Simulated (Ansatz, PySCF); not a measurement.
This PySCF input computes a BLYP/def2-TZVPD energy:

```python
from pyscf import gto, scf, dft

mol = gto.M(
    atom='''
    Si   -1.18640443   -0.20778271    0.29922108
    P     1.10210299    0.18323999   -0.27539270
    H    -1.66743176    0.52361770   -0.97018141
    H    -1.23077553    1.07940623    1.14709630
    H     1.28795047   -0.97616809   -1.08835501
    H     1.68837388   -0.46649774    0.85323543
    ''',
    basis='def2-tzvpd',
    charge=-1,
    spin=0,
    verbose=4,
)

mf = dft.RKS(mol, xc='blyp').density_fit(auxbasis='def2-universal-jkfit')
mf.grids.level = 3
mf.conv_tol = 1e-9
mf.max_cycle = 100
mf.max_memory = 1500
mf.kernel()
if not mf.converged:
    mf = mf.newton()
    mf.kernel(mf.make_rdm1())
mf.analyze()
```

Task: Write an input for the same energy in Ansatz (a quantum-chemistry and plane-wave program) and say what it gives.

Result: 
Ansatz 0.2 input:
```yaml
crystal:
  periodic: [false, false, false]
  atoms:
    - {symbol: Si, position_ang: [-1.18640443, -0.20778271, 0.29922108]}
    - {symbol: P, position_ang: [1.10210299, 0.18323999, -0.27539270]}
    - {symbol: H, position_ang: [-1.66743176, 0.52361770, -0.97018141]}
    - {symbol: H, position_ang: [-1.23077553, 1.07940623, 1.14709630]}
    - {symbol: H, position_ang: [1.28795047, -0.97616809, -1.08835501]}
    - {symbol: H, position_ang: [1.68837388, -0.46649774, 0.85323543]}
basis:
  gaussian:
    orbitals: def2-TZVPD
hamiltonian:
  xc: {name: BLYP}
total_charge: -1
output: {forces: true}
```
It gives -633.25858 Eh, and PySCF -633.25865 Eh, a difference of 0.07 mEh, from the treatment of integrals and grids.

It need not be the lowest isomer of its formula. Whether it binds its extra electron was not tested at this geometry.
